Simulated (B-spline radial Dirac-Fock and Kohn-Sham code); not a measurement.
## Subshell photoionisation cross sections of Fe²⁺ against photon energy

System: Fe²⁺, [Ar] 3d6.

Input file task.json (cfg lists n, l and occupation; rrms is the nuclear radius in fm):

```json
{"items": [{
  "Z": 26,
  "q": 2,
  "cfg": [[1, 0, 2], [2, 0, 2], [2, 1, 6], [3, 0, 2], [3, 1, 6], [3, 2, 6]],
  "A": 56,
  "rrms": 3.7377,
  "do": ["binding", "quiet", "photo"],
  "hv": [36.9, 39.0, 40.3, 41.8, 54.6, 58.5, 75.3, 87.1, 98.1, 319.0, 398.0, 446.0, 461.0, 654.0, 865.0, 973.0, 2880.0, 12500.0, 13100.0, 17000.0, 19600.0, 26000.0, 35400.0, 98300.0]
}]}
```

Launch: `python xray_run.py task.json out`

Method: the independent-particle Dirac-Slater model, thresholds from Dirac-Fock. Computed with an atomic code on a B-spline grid. Values are in kb; a dash marks an energy below the computed threshold.

| hν (eV) | 2s | 2p1/2 | 2p3/2 | 3p1/2 | 3p3/2 |
| --- | --- | --- | --- | --- | --- |
| 98.1 | – | – | – | 207 | 459 |
| 319 | – | – | – | 183 | 367 |
| 398 | – | – | – | 131 | 262 |
| 446 | – | – | – | 108 | 215 |
| 461 | – | – | – | 102 | 203 |
| 654 | – | – | – | 52.4 | 103 |
| 865 | – | 312 | 611 | 28.6 | 55.9 |
| 973 | 129 | 232 | 455 | 21.9 | 42.6 |
| 2880 | 18.2 | 11.3 | 21.6 | 1.29 | 2.45 |
| 12500 | 0.577 | 0.0924 | 0.169 | 0.0121 | 0.0221 |
| 13100 | 0.510 | 0.0784 | 0.143 | 0.0103 | 0.0188 |
| 17000 | 0.256 | 0.0312 | 0.0563 | 0.00415 | 0.00750 |
| 19600 | 0.174 | 0.0187 | 0.0336 | 0.00251 | 0.00450 |
| 26000 | 0.0798 | 0.00671 | 0.0119 | 0.000909 | 0.00161 |
| 35400 | 0.0332 | 0.00216 | 0.00376 | 0.000295 | 0.000513 |
| 98300 | 0.00160 | 4.87e-05 | 7.84e-05 | 6.78e-06 | 1.09e-05 |

At 98300 eV the multipoles beyond E1 give 25.4 % of 2s, 39.0 % of 2p1/2, 37.6 % of 2p3/2, 38.9 % of 3p1/2, 37.5 % of 3p3/2.

Run: 3.8 s of CPU time on 1 thread of Neoverse-N1 (shared host), peak memory 0.33 GiB.
